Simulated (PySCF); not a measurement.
Bonding in `C=C(C)[P@@H+](C)C(C)(C)C`

Species: C8H18P (charge +1).
Atom-mapped SMILES: `[CH2:1]=[C:2]([CH3:3])[P@@H+:4]([CH3:5])[C:6]([CH3:7])([CH3:8])[CH3:9]` (hydrogens: H10, H11 on C1; H12, H13, H14 on C3; H15 on P4; H16, H17, H18 on C5; H19, H20, H21 on C7; H22, H23, H24 on C8; H25, H26, H27 on C9)

Geometry (GFN2-xTB, Å), atoms numbered from 1 in this order:
```xyz
27
C8H18P angstrom
C      2.1095    0.0044   -1.5793
C      1.8060   -0.2806   -0.3184
C      2.5292   -1.2597    0.5497
P      0.4181    0.5595    0.4835
C      0.4603    2.3357    0.1571
C     -1.2347   -0.2058    0.1277
C     -1.1362   -1.6816    0.5113
C     -1.5392   -0.0474   -1.3588
C     -2.2658    0.5169    0.9922
H      2.9270   -0.4859   -2.0812
H      1.5664    0.7326   -2.1594
H      3.0508   -0.7359    1.3519
H      1.8377   -1.9650    1.0101
H      3.2625   -1.8147   -0.0290
H      0.6297    0.4067    1.8408
H      0.2512    2.5305   -0.8949
H     -0.2786    2.8455    0.7749
H      1.4547    2.7141    0.3963
H     -0.8535   -1.8002    1.5571
H     -2.1037   -2.1592    0.3730
H     -0.4159   -2.2040   -0.1165
H     -1.6092    1.0009   -1.6438
H     -2.4956   -0.5144   -1.5830
H     -0.7799   -0.5335   -1.9701
H     -3.2322    0.0293    0.8841
H     -1.9926    0.4828    2.0466
H     -2.3857    1.5554    0.6903
```

Bond orders from the PBE0/pcSseg-1 density (PySCF). One conformer (not necessarily the lowest) at the GFN2-xTB geometry, without solvent, vibrations or thermal averaging.

How far do the computed orders between heavy atoms stray from the drawn ones?

The largest departure is 0.097, at P4–C6 (drawn single, 0.903).

Give the Mayer order of every bond between heavy atoms, beside its length.

```json
{"bond": "C1–C2", "drawn as": "double", "length (Å)": "1.328", "Mayer order": "1.921"}
{"bond": "C2–C3", "drawn as": "single", "length (Å)": "1.495", "Mayer order": "1.024"}
{"bond": "C2–P4", "drawn as": "single", "length (Å)": "1.810", "Mayer order": "0.934"}
{"bond": "P4–C5", "drawn as": "single", "length (Å)": "1.806", "Mayer order": "1.078"}
{"bond": "P4–C6", "drawn as": "single", "length (Å)": "1.856", "Mayer order": "0.903"}
{"bond": "C6–C7", "drawn as": "single", "length (Å)": "1.528", "Mayer order": "0.992"}
{"bond": "C6–C8", "drawn as": "single", "length (Å)": "1.526", "Mayer order": "0.983"}
{"bond": "C6–C9", "drawn as": "single", "length (Å)": "1.527", "Mayer order": "0.990"}
```

Bonds between the same two heavy elements. C–C: lowest C6–C8 (0.983, 1.526 Å), highest C1–C2 (1.921, 1.328 Å). C–P: lowest P4–C6 (0.903, 1.856 Å), highest P4–C5 (1.078, 1.806 Å).

And the bonds to hydrogen?

C–H: 0.92 to 0.95 (17 bonds); H–P: 0.93 (1 bond).

Sum the orders of all bonds at each heavy atom with more than one neighbour and set the sums beside the valence in the SMILES.

C1 3.803 (drawn 4), C2 3.879 (drawn 4), C3 3.849 (drawn 4), P4 3.843 (drawn 4), C5 3.842 (drawn 4), C6 3.868 (drawn 4), C7 3.834 (drawn 4), C8 3.831 (drawn 4), C9 3.836 (drawn 4). Orders between atoms that aren't bonded are not in these sums.

The Mayer order sums products of elements of PS (density times overlap matrix) between the two atoms' basis functions, so it depends on the basis set.
